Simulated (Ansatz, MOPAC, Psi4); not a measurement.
Molecule: Al₂H₄ (charge 0, singlet). SMILES: [AlH2][AlH2]
Coordinates optimised at B3LYP-D3(BJ)/def2-TZVP (Ansatz, a quantum-chemistry and plane-wave program):
```xyz
6

Al    -0.0012    -0.0150     1.2942
Al     0.0012     0.0150    -1.2942
H      1.3472    -0.0315     2.1375
H     -1.3512    -0.0180     2.1352
H      0.0088     1.3738    -2.1207
H     -0.0047    -1.3244    -2.1520
```
Charge 0, spin multiplicity 1.

AM1 beside other levels, property by property. Terms: no spin-orbit coupling; 6-31G* and kin with 6d, 5d where marked; dispersion terms only where a functional's name holds one; each state is the SCF solution reached for its charge and spin; non-relativistic; frozen cores in correlated levels; open shells spin-unrestricted. Basis-set limits of correlation are two-point, X^-3; Hartree-Fock from the larger set. The bracket is a focal-point correction in the basis named. First-principles rows: single points at B3LYP-D3(BJ) geometries (Ansatz), with unscaled harmonic terms from B3LYP/6-31G* (Ansatz) at its own minima, enthalpies of formation by atomisation with measured atoms. Semi-empirical rows: MOPAC heats of formation at their own minima for 298 K; differences of heats of formation at the shared geometry for vertical values.

Coupled cluster (Ansatz) is a level with limits of its own, used here on species with T1 under 0.025 (0.045 for open shells) and stable references: (a) RI-MP2/CBS(aug-cc-pV(T+d)Z,aug-cc-pV(Q+d)Z)+[CCSD(T)-MP2]/aug-cc-pV(T+d)Z; (b) CCSD(T)/CBS(cc-pV(T+d)Z,cc-pV(Q+d)Z).

```
property                                        AM1 (MOPAC)  B3LYP/STO-3G (Ansatz)  B3LYP/6-31G* (Ansatz)  wB97X-D/6-31G* (Psi4)           to compare with
----------------------------------------------  -----------  ---------------------  ---------------------  ---------------------  ------------------------
vertical electron affinity to the doublet (eV)         1.47                  -6.53                   0.42                   0.24  0.56 coupled cluster (a)
vertical ionisation energy to the doublet (eV)         9.15                   6.12                   8.96                   9.02  9.20 coupled cluster (a)
enthalpy of formation at 298 K (kcal/mol)              26.2                 -146.3                   69.0                   64.5  61.0 coupled cluster (b)
```

As the rows show:
- vertical electron affinity to the doublet: AM1 lies 0.91 eV above coupled cluster.
- vertical ionisation energy to the doublet: AM1 lies 0.05 eV below coupled cluster.
- enthalpy of formation at 298 K: AM1 lies 34.8 kcal/mol below coupled cluster.

The properties are those with a value to compare with, at most eight drawn at random. No case is left out for the size of its miss. Left out are saddle points of the reference geometry, anions that the best level run finds unbound, excited spin states, species near biochemistry, 298 K rows of species without real B3LYP wavenumbers, cases with under five habitual levels, runs that failed or that the program found above a lower state of the same kind, table entries that another table contradicts, and a share of species set aside by lot.
